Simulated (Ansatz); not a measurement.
One geometry of the cluster Mn₆⁺, several levels of theory.

```yaml
crystal:
  periodic: [false, false, false]
  atoms:
    - {symbol: Mn, position_ang: [1.639951, -1.133740, -1.051413]}
    - {symbol: Mn, position_ang: [-0.854842, -0.085052, -2.084507]}
    - {symbol: Mn, position_ang: [-0.782947, -1.073179, 0.802782]}
    - {symbol: Mn, position_ang: [0.535543, 1.182653, -0.095103]}
    - {symbol: Mn, position_ang: [-2.401521, 1.451897, 0.332665]}
    - {symbol: Mn, position_ang: [1.863817, -0.342578, 2.095576]}
basis:
  gaussian: {orbitals: def2-TZVP, initial_orbitals: start.molden}
total_charge: 1
magnetization: {spin_polarized: true, initial_magnetization: 23}
hamiltonian: {xc: pbe, dispersion: d4}
scf: {omitted_lower_state_checks: [starts]}
output: {forces: true, orbitals: {seedname: orbitals}}
```

The file start.molden holds the orbitals of an earlier run on this structure, at another level or in another basis.

```sh
$ ansatz run in.yaml --threads 4 --pin off --events-out ev --progress --plain --max-ram 4787MiB
```

It prints (some lines left out):

```
Functional definition: PBE
2652 factors; their error is unknown
mean field evaluation 1: about -187876.7439 eV, gradient 1.1e1 eV
mean field evaluation 2: about -187877.7347 eV, gradient 2.1e0 eV
mean field evaluation 4: about -187877.9882 eV, gradient 2.9e-1 eV
mean field evaluation 8: about -187877.9751 eV, gradient 1.4e-2 eV
mean field evaluation 16: about -187877.9751 eV, gradient 6.6e-5 eV
mean field -187877.97512925 eV, -6904.3882377344 hartree, gradient 1.7e-6 eV, S^2 146.959622; 0 other end points of the search recorded, 0 dependent functions left out
reference -187877.97518179 eV, -6904.3882396654 hartree; 86, 63 occupied and 184, 207 virtual orbitals, 2652 factors
Total energy: -187878.50583058 eV, -6904.4077406488 hartree
Atom 0 at     1.639951    -1.133740    -1.051413 Å, force    -0.428148     0.450448     0.378317 eV/Å
Atom 1 at    -0.854842    -0.085052    -2.084507 Å, force     0.254471     0.164848     0.664241 eV/Å
Atom 2 at    -0.782947    -1.073179     0.802782 Å, force     0.436999     0.548463    -0.509369 eV/Å
Atom 3 at     0.535543     1.182653    -0.095103 Å, force    -0.444668    -1.140506    -0.088837 eV/Å
Atom 4 at    -2.401521     1.451897     0.332665 Å, force     0.326838    -0.112308    -0.126839 eV/Å
Atom 5 at     1.863817    -0.342578     2.095576 Å, force    -0.145492     0.089055    -0.317513 eV/Å
Dipole moment:    -0.057931    -0.019791     0.118706 e Å
Checks for a lower state left out: starts
```

It took 48 s on 4 threads of AMD EPYC 7R43 on a shared host, peak host memory 1.5 GiB.

As the first input, with `gaussian: {orbitals: def2-SVP, initial_orbitals: start.molden}`, `hamiltonian: {xc: pbe0, dispersion: d4}`, `output: {orbitals: {seedname: orbitals}}` (abridged; 28 s):

```
Functional definition: PBE0
mean field -187856.14976687 eV, -6903.5861704607 hartree, gradient 4.9e-6 eV, S^2 148.344791
Total energy: -187856.61451318 eV, -6903.6032495726 hartree
Checks for a lower state left out: starts
```

First input, but with `correlation: {method: mp2}`, `output: {orbitals: {seedname: orbitals}}` and without the key `hamiltonian` (abridged; 58 s):

```
Functional definition: HF
mean field -187728.45398570 eV, -6898.8934370581 hartree, gradient 7.0e-6 eV, S^2 149.373671
30 core orbitals not correlated: weight in the atoms' cores, before any rotation towards them, 1.000 or more for the frozen orbitals, at most 0.000 for the correlated occupied ones
second order -58.53372196 eV of doubles, -0.00000000 eV of singles
Total energy: -187786.98770766 eV, -6901.0445116644 hartree
Checks for a lower state left out: starts
```

As the first input, with `hamiltonian: {xc: lda}`, `output: {orbitals: {seedname: orbitals}}` (abridged; 16 s):

```
Functional definition: SPW92
mean field evaluation 16: about -187531.4365 eV, gradient 3.0e-5 eV
mean field -187531.43649550 eV, -6891.6531778366 hartree, gradient 2.1e-6 eV, S^2 146.628550
Total energy: -187531.43654170 eV, -6891.6531795342 hartree
Checks for a lower state left out: starts
```

The first input with `hamiltonian: {xc: r2scan, dispersion: d4}`, `output: {orbitals: {seedname: orbitals}}` (abridged; 45 s):

```
Functional definition: r2SCAN
mean field -187913.95583105 eV, -6905.7105041369 hartree, gradient 9.3e-6 eV, S^2 147.951408
Total energy: -187914.05811865 eV, -6905.7142631371 hartree
Checks for a lower state left out: starts
```

The first input with `hamiltonian: {xc: pbe0, dispersion: d4}`, `output: {orbitals: {seedname: orbitals}}` (abridged; 55 s):

```
Functional definition: PBE0
mean field evaluation 16: about -187881.8244 eV, gradient 1.3e-5 eV
mean field -187881.82437395 eV, -6904.5296948680 hartree, gradient 1.3e-5 eV, S^2 148.212712
Total energy: -187882.28911166 eV, -6904.5467736639 hartree
Checks for a lower state left out: starts
```

The first input with `hamiltonian: {xc: pbe}`, `correlation: {method: rpa}` and without the key `output` (abridged; 49 s):

```
Functional definition: PBE
mean field -187877.97511585 eV, -6904.3882372420 hartree, gradient 2.7e-6 eV, S^2 146.959624
30 core orbitals not correlated: weight in the atoms' cores, before any rotation towards them, 1.000 or more for the frozen orbitals, at most 0.000 for the correlated occupied ones
Total energy: -187810.65769210 eV, -6901.9143675487 hartree
Checks for a lower state left out: starts
```

Geometry: PBE0-D4/def2-SVP.

Correlated methods freeze 30 core orbitals; core or outer-core shells of Mn are correlated, in sets that lack core-valence functions. At PBE-D4/def2-TZVP, PBE0-D4/def2-SVP, MP2/def2-TZVP, LDA (SPW92)/def2-TZVP and others the charge 1 multiplicity 24 is spin-contaminated (final ⟨S²⟩ up to 149.37, 143.75 for a pure state). At PBE-D4/def2-TZVP, LDA (SPW92)/def2-TZVP, r2SCAN-D4/def2-TZVP an occupied level of the charge 1 multiplicity 24 lies above an empty one of the other spin, so a lower spin may lie lower. Another isomer (multiplicity 24) lies 1.14 eV lower at PBE-D4/def2-TZVP; other spin states weren't run for this one.
